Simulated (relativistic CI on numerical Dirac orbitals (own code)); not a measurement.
d2 in a ligand field

Computed with a parametric ligand-field model of a d^n configuration (Racah B and C, spin-orbit zeta, crystal field), exact diagonalisation.

Field parameters in Wybourne normalisation: Oh B⁴₀ = 21Dq, B⁴₄ = √(5/14) B⁴₀; Td as Oh with Dq negative (B⁴₀ = 21Dq, B⁴₄ = √(5/14) B⁴₀). The field is a parameter set, without covalency.

**Question.** A d2 ion in Oh symmetry has the ground term 3T1 and bands at 1T2 10068 cm⁻¹ (993 nm), 1E 10158 cm⁻¹ (984 nm), 1A1 22711 cm⁻¹ (440 nm), 3T2 24096 cm⁻¹ (415 nm), 3T1 31843 cm⁻¹ (314 nm), 3A2 49596 cm⁻¹ (202 nm). Which parameters reproduce them?

**Answer.** B = 610, C = 3080, ζ = 0 cm⁻¹, Oh, 10Dq = 25500 cm⁻¹.

**Question.** Ground term and bands for B = 730, C = 2820, ζ = 0 cm⁻¹, Oh, 10Dq = 4450 cm⁻¹?

**Answer.** Ground term 3T1 with 0.11 electrons in the two orbitals of the cubic e set. Spin-allowed: 3T2 3789 cm⁻¹ (2639 nm), 3A2 8239 cm⁻¹ (1214 nm), 3T1 14078 cm⁻¹ (710 nm). Lowest spin-forbidden: 1T2 10270 cm⁻¹ (974 nm), 1E 10829 cm⁻¹ (923 nm), 1T2 16548 cm⁻¹ (604 nm).

**Question.** Ground term and bands for B = 1040, C = 4170, ζ = 0 cm⁻¹, Oh, 10Dq = 13350 cm⁻¹?

**Answer.** Ground term 3T1 with 0.06 electrons in the two orbitals of the cubic e set. Spin-allowed: 3T2 11832 cm⁻¹ (845 nm), 3A2 25182 cm⁻¹ (397 nm), 3T1 25913 cm⁻¹ (386 nm). Lowest spin-forbidden: 1T2 15205 cm⁻¹ (658 nm), 1E 15685 cm⁻¹ (638 nm), 1T2 29468 cm⁻¹ (339 nm).

**Question.** A d2 ion in Td symmetry has the ground term 3A2 and bands at 3T2 9650 cm⁻¹ (1036 nm), 3T1 16000 cm⁻¹ (625 nm), 1E 16423 cm⁻¹ (609 nm), 1T2 25606 cm⁻¹ (391 nm), 1A1 26500 cm⁻¹ (377 nm), 3T1 28250 cm⁻¹ (354 nm). Which parameters reproduce them?

**Answer.** B = 1020, C = 4430, ζ = 0 cm⁻¹, Td, 10Dq = -9650 cm⁻¹.

**Question.** A d2 ion in Oh symmetry has the ground term 3T1 and bands at 1T2 4416 cm⁻¹ (2265 nm), 1E 4511 cm⁻¹ (2217 nm), 3T2 5265 cm⁻¹ (1899 nm), 3T1 9231 cm⁻¹ (1083 nm), 1A1 9238 cm⁻¹ (1082 nm), 3A2 11065 cm⁻¹ (904 nm). Which parameters reproduce them?

**Answer.** B = 300, C = 1220, ζ = 0 cm⁻¹, Oh, 10Dq = 5800 cm⁻¹.
